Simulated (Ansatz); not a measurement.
## Cost against result

Saddle point of GeH2Cl2O, closed shell (GeHClO ([OH][Ge][Cl]) + HCl → GeH₂Cl₂O ([OH2][Ge]([Cl])[Cl]); bonds formed: Ge1–Cl4, O2–H3; bonds broken: H3–Cl4; bonds weakened to dative contacts: Ge1–O2), PBE0-D4/def2-TZVP structure:

| atom | x (Å) | y (Å) | z (Å) |
| --- | --- | --- | --- |
| Ge1 | 1.3077 | 0.0238 | 0.2915 |
| O2 | -0.0269 | -0.7102 | -0.8115 |
| H3 | -0.5729 | 0.6458 | -0.8639 |
| Cl4 | -0.4753 | 1.9838 | -0.4728 |
| Cl5 | 0.3927 | -0.6538 | 2.1812 |
| H6 | -0.6253 | -1.2894 | -0.3245 |

Barriers are electronic and count from the start structure reached by relaxing down the imaginary mode.

Program: Ansatz 0.2.0. Basis: as named in each row. Cores are frozen in the correlated methods. Filled d shells of the heavier atoms are correlated. The def2 sets are not built for correlating such inner shells, so the correlated values are less sure here. B3LYP uses VWN-RPA correlation. Extrapolation: Hartree–Fock as exp(−7.88 √X), correlation as X^−2.97.

Times are rough, for one single point on 4 threads of a shared host (Intel Xeon Platinum 8259CL).

The estimate by CCSD(T) at an estimated basis limit (MP2 extrapolated from triple and quadruple zeta, plus CCSD(T) − MP2 in triple zeta) is 5.75 kcal/mol.

```tsv
method	basis	time (s)	barrier (kcal/mol)	method less estimate
HF	STO-3G	under 1	4.44	-1.30
PBE-D4	STO-3G	under 1	-6.16	-11.91
SPW92	def2-SVP	under 1	-6.83	-12.58
PBE-D4	def2-SVP	under 1	-1.91	-7.66
B3LYP-D4	6-31G	under 1	5.26	-0.49
SPW92	def2-TZVPP	1	-3.46	-9.21
PBE0-D4	def2-SVP	1	0.39	-5.36
PBE-D4	def2-TZVPP	1	0.98	-4.77
BLYP-D4	def2-TZVPP	1	3.30	-2.44
BHLYP-D4	def2-TZVPP	2	6.82	1.07
B3LYP-D4	def2-TZVPP	2	4.66	-1.08
PBE0-D4	def2-TZVPP	2	2.93	-2.82
CAM-B3LYP-D4	def2-TZVPP	2	5.83	0.08
CCSD(T)	def2-SVP	3	6.64	0.89
r2SCAN-D4	def2-TZVPP	3	2.19	-3.55
RPA on PBE	def2-TZVPP	3	7.16	1.41
r2SCAN0-D4	def2-TZVPP	3	3.64	-2.11
wB97M-V	def2-SVP	3	1.73	-4.02
B2PLYP	def2-TZVPP	4	6.34	0.59
PBE-QIDH	def2-TZVPP	4	4.90	-0.85
wB97X-V	def2-TZVPP	5	5.66	-0.09
B97M-V	def2-TZVPP	5	5.34	-0.40
wB97M-V	def2-TZVPP	6	4.89	-0.85
MP2	def2-QZVPP	12	4.72	-1.03
CCSD(T)	def2-TZVPP	38	6.85	1.11
```

All methods are single points on the PBE0-D4 structures; a negative value means that the method puts the saddle structure below the start.

No T1 diagnostic of these runs exceeds 0.014.

Labels in which every atom is bracketed show which atoms are joined, not bond orders.
